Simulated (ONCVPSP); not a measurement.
# Plane-wave convergence, ONCV potential for Li

ONCVPSP 4.0.1 input, shortened (lines: element, Z, core and valence counts, functional; n l f; lmax; l rc ep ncon nbas qcut; lloc lpopt rc5 dvloc0; l nproj debl; icmod fcfact rcfact), LDA (Perdew-Wang 92), scalar-relativistic:

```
  Li 3.00    1    1  -001012      upf
    1    0    2.00
    2    0    1.00
    1
    0    2.80    0.00    4    7    2.80
    1    2.55    0.02    5    9    3.20
    4    5    2.45    6.00
    0    1    2.60
    1    2    4.00
    3    5.00    1.45
```

For each optimised wave give the share of its norm inside rc, the residual kinetic energy above qcut (Ha) and the cutoffs (Ha) for errors of 10, 1, 0.1 and 0.01 mHa per electron.

| wave | norm inside rc | residual KE | 10 mHa | 1 mHa | 0.1 mHa | 0.01 mHa |
| --- | --- | --- | --- | --- | --- | --- |
| 2s | 0.275 | 3.1e-05 | 0.4 | 2.1 | 3.4 | 7.2 |
| p projector 1 | 0.345 | 3.4e-04 | 2.0 | 4.1 | 10.7 | 35.2 |
| p projector 2 | 0.157 | 4.9e-01 | 9.2 | 43.2 | 51.3 | 56.9 |

The occupied waves need 2.1 Ha and 3.4 Ha for 1 and 0.1 mHa. The cutoffs count occupied waves only; projector 2 of the p channel, the hardest unoccupied one, needs 43 Ha at the loose tolerance.
